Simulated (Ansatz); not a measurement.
Task: Name a neutral molecule of F, Ge, Si and H with HOMO–LUMO gap (ωB97M-V/def2-TZVPP) between 11.50 and 11.80 eV and HOMO energy (B3LYP/def2-TZVPP) between -8.20 and -7.90 eV (Ansatz, PBE0-D4/def2-TZVP geometry).

Result: `F[SiH2][GeH3]` (11.63 eV, -8.13 eV). Other molecules can fit too; these were computed, each in one conformer that needn't be the lowest.

B3LYP here is the variant with VWN-RPA as its local correlation; programs differ in this.
